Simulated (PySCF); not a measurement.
**Zn²⁺: excitation energy**

Zn²⁺ [Ar] 3d10 (1S) → Zn²⁺ [Ar] 3d9 4s1 (3D), as a difference of total energies. Computed with PySCF 2.14 in x2c-TZVPPall, with scalar relativity by spin-free X2C-1e. Correlated levels: valence: [Ar] frozen. The calculations carry no spin-orbit coupling.

```csv
method,excitation energy (eV)
UHF,8.099
MP2 (valence),10.241
SCS-MP2 (valence),10.049
CCSD (valence),9.658
CCSD(T) (valence),9.727
```

Q: How much does correlation contribute at CCSD(T) (valence)?

A: 9.727 − (8.099) = 1.628 eV, measured against UHF.

A first-order spin-orbit estimate (lowest level to lowest level, LS coupling) adds -0.137 eV.

The basis was made for the ground configuration and has no added diffuse functions, so the excitation energy can come out too high.
